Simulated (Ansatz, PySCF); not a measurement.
Noncovalent pair: NH3 (SMILES N) (first 4 atoms) with C2H6O (SMILES COC); geometry from B3LYP-D3(BJ)/def2-TZVP, rigid monomers moved along the line of their centres of mass till H4···O6 is 2.52 Å.
(charge 0, multiplicity 1):
```xyz
13

N      0.4980    -0.0204     0.1666
H     -0.0370     0.5695    -0.4604
H      0.6913    -0.8832    -0.3290
H     -0.0986    -0.2479     0.9576
C     -0.3901     1.1707     3.6379
O     -0.5152    -0.2251     3.4446
C      0.6511    -0.9243     3.8351
H      0.4302     1.5802     3.0372
H     -0.2119     1.4080     4.6942
H     -1.3283     1.6269     3.3251
H      1.5174    -0.6081     3.2427
H      0.4660    -1.9841     3.6657
H      0.8687    -0.7649     4.8986
```

Counterpoise-corrected where a basis set is named; no monomer relaxation.

Cores are frozen in the correlated methods.

Programs: Ansatz (Gaussian orbitals); PySCF for the dispersion terms. Values without a source in brackets are computed.

PBE/def2-TZVPPD gives -92.1 meV for the interaction energy.

**Question.** Predict the shift from PBE, with its sign, for: PBE-D3(BJ)/def2-TZVPPD, r2SCAN/def2-TZVPPD, PBE0/def2-TZVPPD, wB97M-V/def2-TZVPPD, MP2/aug-cc-pVDZ, CCSD(T)/aug-cc-pVDZ.

**Answer.** PBE-D3(BJ)/def2-TZVPPD -38.9; r2SCAN/def2-TZVPPD -17.0; PBE0/def2-TZVPPD 0.6; wB97M-V/def2-TZVPPD -31.1; MP2/aug-cc-pVDZ -26.0; CCSD(T)/aug-cc-pVDZ -24.8 meV. 1 of 6 lie above PBE; the widest gap is to PBE-D3(BJ)/def2-TZVPPD.

Ansatz is a program for electronic structure.
